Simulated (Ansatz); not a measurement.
A run for Ansatz (a quantum-chemistry and plane-wave program): R-wB97X-V/def2-TZVPP on CH6GaN (SMILES C[NH][GaH2]), a point of a torsion scan.

Ansatz 0.2 input:
```yaml
crystal:
  periodic: [false, false, false]
  atoms:
    - {symbol: C, position_ang: [-1.29743760, 0.26024923, 0.17682173]}
    - {symbol: N, position_ang: [-0.12796141, -0.55160158, -0.18202526]}
    - {symbol: Ga, position_ang: [1.59123471, 0.04011325, -0.40568401]}
    - {symbol: H, position_ang: [-2.19940465, -0.13587915, -0.29940196]}
    - {symbol: H, position_ang: [-1.13927421, 1.27823200, -0.18617989]}
    - {symbol: H, position_ang: [-1.46588145, 0.29901709, 1.25838168]}
    - {symbol: H, position_ang: [-0.25854918, -1.49562087, 0.17713906]}
    - {symbol: H, position_ang: [1.84762556, 1.11876579, -1.49704365]}
    - {symbol: H, position_ang: [2.80714050, -0.68296539, 0.25684418]}
basis:
  gaussian:
    orbitals: def2-TZVPP
hamiltonian:
  xc: {name: wB97X-V}
scf: {lower_state_search: off}
```

Output:

```
WARN ansatz: RAYON_NUM_THREADS=1 ignored (pool sized by the plan → 1); use --threads N
Functional definition: wB97X-V
these checks for a lower state are left out or cut short: stability, starts, cluster_reference, orbital_swaps, neighbouring_geometries, increment
integrals: 0.14 GiB planned
1092 factors; their error is unknown
integrals: 0.17 GiB planned
277 factors; integrals over basis functions are off by at most 9.3e-6 eV
mean field: 1.18 GiB planned
mean field evaluation 1: about -54992.7070 eV, gradient 5.2e1 eV
mean field evaluation 2: about -54991.2458 eV, gradient 6.0e1 eV
mean field evaluation 4: about -54997.8424 eV, gradient 1.9e0 eV
mean field evaluation 8: about -54997.8574 eV, gradient 4.3e-2 eV
mean field evaluation 16: about -54997.9714 eV, gradient 2.1e-5 eV
mean field -54997.97139411 eV, -2021.1381697698 hartree, gradient 6.2e-6 eV, S^2 0.000000; 0 other end points of the search recorded, 0 dependent functions left out
reference -54997.97139200 eV, -2021.1381696920 hartree; 25, 25 occupied and 169, 169 virtual orbitals, 1092 factors
Total energy: -54997.97139200 eV, -2021.1381696920 hartree
Checks for a lower state left out: stability, starts, cluster_reference, orbital_swaps, neighbouring_geometries, increment
```

The run converged.

Cost: roughly 6 core-seconds.
